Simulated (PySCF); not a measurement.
Nitrogen: a sound run and one with changed settings

Sound run: N+ [He] 2s2 2p2, N(2+) [He] 2s2 2p1. Calculation: PySCF 2.14, in aug-cc-pVDZ; the non-relativistic Hamiltonian (point nucleus). In the sound run the correlated levels freeze 1s2. The sound run starts from symmetry-adapted Hartree-Fock orbitals and uses a fine grid where one is needed.

A second run was set up differently.

| species | method | sound run (hartree) | changed run (hartree) | converged |
| --- | --- | --- | --- | --- |
| N+ | UHF | -53.88126 | -53.88126 | yes |
| N+ | LDA | -53.56872 | -53.56872 | yes |
| N+ | r2SCAN | -54.02542 | -54.02542 | yes |
| N+ | MP2 | -53.93610 | -53.92350 | yes |
| N+ | CCSD(T) | -53.95937 | -53.95937 | yes |
| N(2+) | UHF | -52.80727 | -52.80727 | yes |
| N(2+) | LDA | -52.46306 | -52.46306 | yes |
| N(2+) | r2SCAN | -52.91667 | -52.91667 | yes |
| N(2+) | MP2 | -52.85338 | -52.84156 | yes |
| N(2+) | CCSD(T) | -52.88250 | -52.88250 | yes |

Ionisation energy of N+:

```
 method  sound run (eV)  changed run (eV)
    UHF          29.225            29.225
    LDA          30.087            30.087
 r2SCAN          30.171            30.171
    MP2          29.462            29.441
SCS-MP2          29.358            29.363
   CCSD          29.295            29.295
CCSD(T)          29.303            29.303
```

(1) What was changed?
A. too few SCF iterations
B. basis contracted for another Hamiltonian
C. a valence shell is frozen
D. level shift left on

Results:

(1) D. It used initial guess 1e, at most 50 SCF cycles, level shift 0.5 hartree. A level shift leaves the converged SCF energy unchanged but raises the virtual orbital energies, which shrinks MP2 if it is not removed.
